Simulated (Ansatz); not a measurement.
`CC(C)C#N` + `N=C=[Se]` → `CN=C=[Se]` + `CCC#N`  (substitution at a C–C bond)

Isolated molecules relaxed with PBE0-D4/def2-TZVP in Ansatz; ΔE leaves out vibrations. CCSD(T)/CBS is the MP2 limit (def2-TZVPP, def2-QZVPP) plus CCSD(T) − MP2 in def2-TZVPP, frozen cores. Functionals use def2-TZVPP. HSE06 is defined as in plane-wave codes. For Se outer-core shells are correlated without core-valence functions, which leaves a few kJ/mol of doubt a bond. Scalar relativity is left out up to krypton. Each species was taken in one conformer, which may not be the lowest.

```csv
level,ΔE (kJ/mol),difference from CCSD(T)/CBS
LDA (SPW92),11.9,-5.8
r2SCAN-D4,15.9,-1.8
BHLYP-D4,4.5,-13.2
CAM-B3LYP-D4,6.7,-11.0
B2PLYP,10.0,-7.7
PBE,9.9,-7.8
PBE0,7.2,-10.5
r2SCANh,13.6,-4.1
HSE06,7.2,-10.5
HF/def2-SVP,-16.2,-33.9
CCSD/def2-SVP,4.8,-12.9
CCSD(T)/def2-SVP,10.0,-7.7
HF/def2-TZVPP,-7.1,-24.8
MP2/def2-TZVPP,17.0,-0.7
SCS-MP2/def2-TZVPP,12.7,-5.0
CCSD/CBS(def2),12.5,-5.2
CCSD(T)/CBS,17.7,0
```

Largest T1 diagnostic among the species: 0.016.

In def2-TZVPP, CCSD(T) changes the Hartree–Fock value by +24.2 kJ/mol (the triples alone add +5.2 kJ/mol) and MP2 by +24.1 kJ/mol. At CCSD(T), def2-SVP lies −7.7 kJ/mol from the extrapolated value and def2-TZVPP −0.5 kJ/mol. Leaving LDA and LC-ωPBE aside and taking each functional with its dispersion term where it has one, the values, not all of them listed here, spread over 13.8 kJ/mol, from BHLYP-D4 to B97M-V.
